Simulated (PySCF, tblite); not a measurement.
Species: C₅H₁₀NP.
Cartesian coordinates in Å at the GFN2-xTB level; atoms count from 1:
```xyz
17
C5H10NP angstrom
C     -2.3157    0.5804    0.0496
C     -0.9044    0.1583   -0.1923
C      0.0495    0.9094   -0.7328
P      1.6630    0.0768   -0.9348
N      2.6387    0.8761    0.2215
C      1.0304   -1.3018    0.1670
C     -0.4989   -1.2444    0.1674
H     -2.5650    0.4778    1.1060
H     -2.9978   -0.0564   -0.5138
H     -2.4723    1.6136   -0.2507
H     -0.1051    1.9160   -1.0923
H      3.3316    1.4853   -0.1932
H      2.1232    1.3768    0.9382
H      1.4334   -1.1173    1.1658
H      1.4010   -2.2706   -0.1690
H     -0.9052   -1.9290   -0.5829
H     -0.9137   -1.5390    1.1353
```

Theory: CAM-B3LYP/def2-SVPD in PySCF (dipole) on a GFN2-xTB geometry, gas phase.

Take the most abundant isotopes and a rigid rotor. The values belong to one conformer with, in the numbering `[CH3:1][C:2]1=[CH:3][P:4]([NH2:5])[CH2:6][CH2:7]1`, C3–P4–N5–H -109° and 18°, C2–C3–P4–N5 -110°, C3–P4–C6–C7 20°, P4–C6–C7–C2 -24°, C1–C2–C7–C6 -166°.

Task: What are A, B and C (cm⁻¹)?

Result: Ia = 118.64, Ib = 321.36, Ic = 382.19 u·Å²; 505379 MHz·u·Å²/I gives 4260, 1573 and 1322 MHz, that is A = 0.14209, B = 0.05246, C = 0.04411 cm⁻¹.

Task: What kind of rotor is it?

Result: An asymmetric top; Ray's κ = -0.830.

Task: What does the inertial defect say?

Result: Not planar: Δ = Ic − Ia − Ib = -57.81 u·Å². For a rigid frame Δ = −2 Σ m c², so Σ m c² = 28.91 u·Å² lies off the ab plane: 8.03 from hydrogen and 20.88 from heavier atoms. The atom farthest from that plane is 1.59 Å away.

Task: Give the other two planar moments, Paa and Pbb, and the rms extents of the mass along the axes.

Result: Paa = Σ m a² = (Ib + Ic − Ia)/2 = 292.46 and Pbb = Σ m b² = (Ia + Ic − Ib)/2 = 89.73 u·Å². With the mass M = 115.06 u, the rms extents √(P/M) along a, b and c are 1.59, 0.88, 0.50 Å.

Task: Where do the levels up to J = 4 lie, in cm⁻¹?

Result: Above 0(0,0):
J = 1: 1(0,1) 0.0966, 1(1,1) 0.1862, 1(1,0) 0.1945
J = 2: 2(0,2) 0.2891, 2(1,2) 0.3710, 2(1,1) 0.3960, 2(2,1) 0.6649, 2(2,0) 0.6655
J = 3: 3(0,3) 0.5766, 3(1,3) 0.6478, 3(1,2) 0.6979, 3(2,2) 0.9546, 3(2,1) 0.9574, 3(3,1) 1.4240, 3(3,0) 1.4240
J = 4: 4(0,4) 0.9575, 4(1,4) 1.0163, 4(1,3) 1.0996, 4(2,3) 1.3404, 4(2,2) 1.3486, 4(3,2) 1.8113, 4(3,1) 1.8115, 4(4,1) 2.4670, 4(4,0) 2.4670
Those of J = 1 are B + C, A + C and A + B.

Task: Which types of transition are allowed, and where do some lines up to J = 5 fall?

Result: The dipole components are |μa| = 1.50 D, |μb| = 0.65 D, |μc| = 1.06 D. The squared components, which scale the intensities, stand as 1.00 : 0.19 : 0.50 (a : b : c). Some lines, for components of 0.1 D or more:

```
type  branch         J(Ka,Kc)    MHz  lower level (cm⁻¹)
   b       Q  5(1,4) ← 5(0,5)   5121               1.430
   c       Q  4(2,3) ← 4(1,3)   7219               1.100
   c       Q  2(2,1) ← 2(1,1)   8062               0.396
   b       Q  4(2,3) ← 4(1,4)   9717               1.016
   b       R  4(1,4) ← 3(0,3)  13182               0.577
   c       Q  3(3,1) ← 3(2,1)  13989               0.957
   a       R  5(4,1) ← 4(4,0)  14512               2.467
   c       R  4(1,3) ← 3(0,3)  15680               0.577
   b       R  3(2,2) ← 2(1,1)  16746               0.396
   c       R  3(3,0) ← 2(2,0)  22741               0.665
   b       R  4(3,2) ← 3(2,1)  25600               0.957
   c       R  5(5,1) ← 4(4,1)  39788               2.467
```

Its GFN2-xTB frequencies are all real (lowest 77 cm⁻¹). These are rigid-rotor constants of the computed structure; measured ground-state constants (B0) also hold zero-point vibration. A rigid rotor knows nothing of inversion at nitrogen or internal rotation, which can split or shift real lines. Quadrupole hyperfine structure (14N) is left out.
